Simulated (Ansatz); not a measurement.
Cartesian coordinates in Å:
```
C 0.0005 -1.3780 0.2273
N 0.0000 0.0400 -0.0406
C 0.0059 0.8340 1.1658
Al -0.0074 0.7819 -1.6390
Cl -0.0168 -0.4809 -3.3176
H -0.8820 -1.6751 0.8107
H -0.0037 -1.9484 -0.7033
H 0.8878 -1.6758 0.8031
H 0.0055 1.9017 0.9298
H 0.8938 0.6276 1.7793
H -0.8767 0.6286 1.7873
H -0.0070 2.3444 -1.8027
```

Total charge 0; spin multiplicity 1.

Task: List the CAM-B3LYP/def2-TZVPP orbital energies in eV (Ansatz 0.2.0). (Best estimate.)

Result: Ansatz gave: Occupied: -2763.89, -1526.65, -391.20, -279.48, -279.37, -258.69, -197.69, -197.62, -197.61, -114.69, -75.40, -75.29, -75.21, -26.67, -24.06, -21.54, -18.91, -15.25, -14.38, -14.18, -12.93, -12.53, -11.99, -11.20, -10.91, -10.70, -10.22, -8.03. Lowest empty: 0.35, 1.18, 1.80, 2.56, 3.15, 3.72, 3.95, 4.21.
